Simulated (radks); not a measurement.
Q: Isoelectronic series with 2 electrons, each ion in its NIST ground configuration. Calculated with a radial shooting solver on a logarithmic mesh with Libxc functionals: Dirac Kohn-Sham, BLYP, spin-unpolarised, spherical densities, finite nucleus; Fermi nuclear charge, rms radius of each element as measured or else 0.836 A^(1/3) + 0.57 fm. Total energies (hartree) and orbital eigenvalues (hartree):

ion,configuration,E (hartree),1s1/2
Cl15+,[He],-279.51920,-130.7193
K17+,[He],-350.86713,-165.2889
Sc19+,[He],-430.44644,-203.9692
V21+,[He],-518.31048,-246.7863
Mn23+,[He],-614.51851,-293.7691
Co25+,[He],-719.13620,-344.9501
Cu27+,[He],-832.23554,-400.3644
Ga29+,[He],-953.89527,-460.0508
As31+,[He],-1084.20132,-524.0517
Br33+,[He],-1223.24703,-592.4129
Rb35+,[He],-1371.13337,-665.1843
Tc41+,[He],-1868.96567,-910.5161

Estimate the row of Nb39+ ([He]).

A: E (hartree) -1693.87106; 1s1/2 -824.1759.
